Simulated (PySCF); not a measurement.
Isomers of C5H14NP, mass 119.086 u with the commonest isotopes. Method used: PBE0/pcSseg-1 in PySCF (dipole) on a GFN2-xTB geometry, gas phase. One conformer each, none proved a minimum here; rigid rotors.

Task: Order these by out-of-plane moment Σ m c² = (Ia + Ib − Ic)/2, smallest first.
A. `[CH2:1]=[P:2]([CH3:3])([CH3:4])[N:5]([CH3:6])[CH3:7]` with C1–P2–N5–C6 -21°
B. `[CH3:1][CH2:2][PH:3][CH2:4][N:5]([CH3:6])[CH3:7]` with C1–C2–P3–C4 -163°, C2–P3–C4–N5 -174°, P3–C4–N5–C6 65°
C. `[CH3:1][NH:2][P:3]([CH3:4])[CH:5]([CH3:6])[CH3:7]` with C1–N2–P3–C4 -170°, N2–P3–C5–C6 53°

Result: B (38.78 u·Å²), C (67.77 u·Å²), A (69.22 u·Å²).

Task: Order these by rotational constant C, smallest first.
A. `[CH3:1][NH:2][P:3]([CH3:4])[CH:5]([CH3:6])[CH3:7]` with C1–N2–P3–C4 -170°, N2–P3–C5–C6 53°
B. `[CH3:1][CH2:2][PH:3][CH2:4][N:5]([CH3:6])[CH3:7]` with C1–C2–P3–C4 -163°, C2–P3–C4–N5 -174°, P3–C4–N5–C6 65°
C. `[CH2:1]=[P:2]([CH3:3])([CH3:4])[N:5]([CH3:6])[CH3:7]` with C1–P2–N5–C6 -21°

Result: B (913.4 MHz), A (1340 MHz), C (1543 MHz).

Task: Order these by rotational constant A, smallest first.
A. `[CH3:1][CH2:2][PH:3][CH2:4][N:5]([CH3:6])[CH3:7]` with C1–C2–P3–C4 -163°, C2–P3–C4–N5 -174°, P3–C4–N5–C6 65°
B. `[CH3:1][NH:2][P:3]([CH3:4])[CH:5]([CH3:6])[CH3:7]` with C1–N2–P3–C4 -170°, N2–P3–C5–C6 53°
C. `[CH2:1]=[P:2]([CH3:3])([CH3:4])[N:5]([CH3:6])[CH3:7]` with C1–P2–N5–C6 -21°

Result: C (2530 MHz), B (2715 MHz), A (5231 MHz).

```json
{"SMILES": "CNP(C)C(C)C", "point group": "C1", "Ia (u·Å²)": "186.17", "Ib (u·Å²)": "326.56", "Ic (u·Å²)": "377.19", "κ": "-0.70", "μa (D)": "0.60", "μb (D)": "0.08", "μc (D)": "0.61"}
{"SMILES": "C=P(C)(C)N(C)C", "point group": "C1", "Ia (u·Å²)": "199.73", "Ib (u·Å²)": "266.33", "Ic (u·Å²)": "327.62", "κ": "-0.28", "μa (D)": "0.49", "μb (D)": "3.28", "μc (D)": "0.48"}
{"SMILES": "CCPCN(C)C", "point group": "C1", "Ia (u·Å²)": "96.61", "Ib (u·Å²)": "534.22", "Ic (u·Å²)": "553.28", "κ": "-0.98", "μa (D)": "0.30", "μb (D)": "0.17", "μc (D)": "0.66"}
```
